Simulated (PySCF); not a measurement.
A structure optimised at PBE-D3(BJ)/def2-TZVP, used in a PySCF frequency run:

```
Cl
I 1 2.3398
```

**Question.** Write its SMILES, formula and point group.

**Answer.** ClI, ClI, C∞v

**Question.** What are its rotational constants (standard atomic weights)?

**Answer.** 3.3314 GHz (linear rotor, B only)
